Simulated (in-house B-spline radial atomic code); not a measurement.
**RPA and G0W0 on r2SCAN0: Ce7+**

Configuration [Kr] 4d10 5s2 5p3, highest spin, mean-field start r2SCAN0. Computed with an all-electron radial atomic-structure program (B-spline basis): all electrons, scalar-relativistic (spin-free one-electron X2C), finite nucleus, each spin shell either full or empty, empty states to l = 9 with an (l + 1/2)⁻⁴ tail; G0W0 by contour deformation at full frequency.

Spin-orbit coupling, left out, splits p levels strongly here.

Command:
```bash
python run_gw.py task.json out
```
Settings (radii: box in bohr, nucleus in fm):
```
Z                        58
electrons                51
configuration            [Kr] 4d10 5s2 5p3
hamiltonian              x2c
method                   r2scan0
lmax                     9
rms_radius               4.8771
spin_polarised           True
box_radius               8.41
intervals                66
```

Time taken, with all properties: 7.1 s on 1 thread of Arm Neoverse N1, on a shared host.

Energies (hartree):

```csv
term,value
mean-field total,-8848.19290
Hartree-Fock functional on these orbitals,-8845.21230
direct second order,-4.5974
second-order exchange,1.2588
SOSEX correction,1.1847
```

**Question.** What is the RPA correlation energy, and what remains with SOSEX?

**Answer.** RPA gives -4.0944 hartree (-2.18 eV per electron); RPA + SOSEX gives -2.9098, and the second-order doubles -3.3386 hartree (no singles). RPA lacks exchange-type terms and so overcorrelates at short range.

Quasi-particle levels (eV):

| level | occupied | mean field | Σx - vxc | Σc | QP weight | G0W0 |
| --- | --- | --- | --- | --- | --- | --- |
| 5p up | yes | -105.19 | -4.35 | ? | ? | ? |
| 5s down | yes | -120.71 | -2.73 | -3.29 | 0.967 | -126.73 |
| 4d down | yes | -208.07 | -10.01 | 1.32 | 0.950 | -216.76 |
| 5p down | no | -96.39 | 6.34 | -2.98 | 0.948 | -93.04 |

G0W0 = mean field + (Σx - vxc) + Σc, with Σc (partial-wave tail included) taken at the quasi-particle energy. Only the outer levels were computed. Levels of low weight are left out.

**Question.** Where does G0W0 put 5p up?

**Answer.** At -110.37 eV, with Σc = -0.84 eV and a quasi-particle weight of 0.948. The tabulated removal energy is 106 ± 2.1 eV (NIST, tabulated theory); the calculation leaves out spin-orbit coupling, Breit and QED terms, and what these don't explain is the method's own error.
